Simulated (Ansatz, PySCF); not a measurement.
This PySCF input computes a B3LYP/def2-TZVPD energy:

```python
from pyscf import gto, scf, dft

mol = gto.M(
    atom='''
    C    -0.00000000   -0.00000000    0.00000000
    H     1.07877132    0.00818296    0.01706258
    H    -0.54598586    0.92977198   -0.03910430
    H    -0.53278545   -0.93795494    0.02204172
    ''',
    basis='def2-tzvpd',
    charge=0,
    spin=1,
    verbose=4,
)

mf = dft.UKS(mol, xc='b3lyp').density_fit(auxbasis='def2-universal-jkfit')
mf.grids.level = 3
mf.conv_tol = 1e-9
mf.max_cycle = 100
mf.max_memory = 1500
mf.kernel()
if not mf.converged:
    mf = mf.newton()
    mf.kernel(mf.make_rdm1())
for _ in range(2):
    mo, _, stable, _ = mf.stability(return_status=True)
    if stable:
        break
    mf.kernel(mf.make_rdm1(mo, mf.mo_occ))
mf.analyze()
```

### Question
Write an input for the same energy in Ansatz (an electronic-structure program) and say what it gives.

### Answer

Ansatz 0.2 input:
```yaml
crystal:
  periodic: [false, false, false]
  atoms:
    - {symbol: C, position_ang: [-0.00000000, -0.00000000, 0.00000000]}
    - {symbol: H, position_ang: [1.07877132, 0.00818296, 0.01706258]}
    - {symbol: H, position_ang: [-0.54598586, 0.92977198, -0.03910430]}
    - {symbol: H, position_ang: [-0.53278545, -0.93795494, 0.02204172]}
basis:
  gaussian:
    orbitals: def2-TZVPD
hamiltonian:
  xc: {name: B3LYP}
magnetization: {spin_polarized: true, initial_magnetization: 1}
output: {forces: true}
```
It gives -39.85893 Eh, and PySCF -39.85898 Eh, a difference of 0.05 mEh, from the treatment of integrals and grids.
